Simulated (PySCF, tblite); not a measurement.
Isomers of C6H14OSi2. Method: GFN2-xTB as coded in tblite; computed harmonic values from a numerical Hessian at the method's own geometry, unscaled. This tight-binding method is rough: wavenumbers can miss measured ones by several per cent, in bad cases by 10 to 20. Modes of hydrogen on silicon can be 10 to 20 % off. One conformer each.

Electronic energies: PBE0/pcSseg-1 single points on the GFN2-xTB geometries (PySCF, gas phase).

```tsv
SMILES	electronic energy, lowest = 0 (kcal/mol)
C=C1[SiH2][C@H]1O[Si](C)(C)C	0.0
C=C[SiH2][SiH2]C(C)(C)C=O	10.5
C=C1CO[C@H](C[SiH3])C[SiH2]1	7.3
C=CC(C=O)(C[SiH3])C[SiH3]	19.2
[SiH3]CC[SiH2]O[C@]12C[C@H]1C2	24.8
```

How do GFN2-xTB zero-point energies change the relative energies?

```
                        SMILES  ZPE (kcal/mol)  of it from modes above 1550 cm⁻¹  electronic (kcal/mol)  with ZPE, lowest = 0 (kcal/mol)  lowest mode (cm⁻¹)  rings
  C=C1[SiH2][C@H]1O[Si](C)(C)C           111.7                              61.3                    0.0                              0.0                  11      1
  C=C1CO[C@H](C[SiH3])C[SiH2]1           110.8                              56.6                    7.3                              6.4                  53      1
     C=C[SiH2][SiH2]C(C)(C)C=O           109.8                              60.3                   10.5                              8.5                  44      0
     C=CC(C=O)(C[SiH3])C[SiH3]           107.1                              58.6                   19.2                             14.6                  50      0
[SiH3]CC[SiH2]O[C@]12C[C@H]1C2           110.0                              57.1                   24.8                             23.1                  26      2
```

The zero-point energies span 4.6 kcal/mol, from `C=CC(C=O)(C[SiH3])C[SiH3]` to `C=C1[SiH2][C@H]1O[Si](C)(C)C`. The order is unchanged.

And how do the electronic energies of GFN2-xTB itself compare?

`C=C1[SiH2][C@H]1O[Si](C)(C)C` 24.7; `C=C1CO[C@H](C[SiH3])C[SiH2]1` 3.6; `C=C[SiH2][SiH2]C(C)(C)C=O` 27.3; `C=CC(C=O)(C[SiH3])C[SiH3]` 18.2; `[SiH3]CC[SiH2]O[C@]12C[C@H]1C2` 0.0 kcal/mol, lowest = 0. Against the energies above, taken from the same isomer `C=C1[SiH2][C@H]1O[Si](C)(C)C`, the largest difference is 49.5 kcal/mol.

What do entropy and thermal enthalpy add at 298.15 K and 1 bar (rigid rotor, harmonic oscillator, one conformer each)?

| SMILES | point group | symmetry number | S (cal/(mol K)) | H − H(0) (kcal/mol) | ZPE + H − H(0) − TS (kcal/mol) |
| --- | --- | --- | --- | --- | --- |
| C=C1CO[C@H](C[SiH3])C[SiH2]1 | C1 | 1 | 104.8 | 7.86 | 87.4 |
| C=C[SiH2][SiH2]C(C)(C)C=O | C1 | 1 | 116.7 | 9.38 | 84.4 |
| C=CC(C=O)(C[SiH3])C[SiH3] | C1 | 1 | 114.0 | 8.99 | 82.1 |
| [SiH3]CC[SiH2]O[C@]12C[C@H]1C2 | C1 | 1 | 114.7 | 8.51 | 84.3 |

Not tabulated: `C=C1[SiH2][C@H]1O[Si](C)(C)C` (lowest mode only 11 cm⁻¹).
